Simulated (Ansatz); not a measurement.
Geometry optimisation, Ansatz 0.2.0, RKS BHLYP-D4/def2-SVP.

The input (input.yaml):

```yaml
crystal:
  periodic: [false, false, false]
  atoms:
    - { symbol: B, position_ang: [0.0, 0.0, 0.0] }
    - { symbol: Cl, position_ang: [0.0, 0.0, 2.21] }
    - { symbol: F, position_ang: [1.1431, 0.0, -0.66] }
    - { symbol: H, position_ang: [-1.0305, 0.0, -0.595] }
    - { symbol: "N", position_ang: [0.0829, 1.7537, 0.5833] }
    - { symbol: H, position_ang: [0.4765, 1.9752, 1.5423] }
    - { symbol: H, position_ang: [-0.2631, 2.537, -0.0414] }
    - { symbol: H, position_ang: [0.0597, 1.2619, 1.6502] }
basis:
  gaussian: { orbitals: def2-SVP }
hamiltonian:
  xc: { name: BHLYP }
  dispersion: d4
relax:
  f_tol: 0.15
  max_steps: 25
  restrain:
    - { distance: [0, 4], at: 2.75, k: 30.0 }
    - { distance: [7, 1], at: 2.57, k: 30.0 }
    - { distance: [0, 1], at: 1.86, k: 30.0 }
    - { distance: [7, 4], at: 1.06, k: 30.0 }
```

Run as:

```bash
$ ansatz run input.yaml --threads 1 --pin off --max-ram 2048MiB --backend cpu --events-out ev --progress --plain --runs-dir out
```

**Question.** Where does it end, and by what steps?

**Answer.** It converged. The restraints hold the end off the free minimum. After 9 steps the energy has fallen by 5.735 eV (the restraints' own energy left out); H6 moved furthest, 0.89 Å. Parted: Cl2–H8 (1.38 → 2.58 Å).

```tsv
step	energy less start (eV)	largest force component (eV/Å)	accepted
0	0.0000	6.126	yes
1	-0.3953	5.939	yes
2	-0.8190	6.978	yes
3	-2.1034	5.787	yes
4	-3.6931	3.996	yes
5	-4.7043	5.181	yes
6	-5.4282	2.601	yes
7	-5.5838	1.584	yes
8	-5.7179	1.195	yes
9	-5.7345	1.140	yes
```

```xyz
8
Properties=species:S:1:pos:R:3
B 0.052 -0.430 0.035
Cl -0.148 -0.740 1.823
F 1.245 -0.554 -0.466
H -0.913 -0.300 -0.646
N 0.081 2.202 0.785
H 0.988 2.539 1.081
H -0.453 2.994 0.456
H -0.382 1.818 1.622
```

Run time: 35 s on 1 thread of Arm Neoverse V1, on a shared host, peak memory 0.15 GiB.
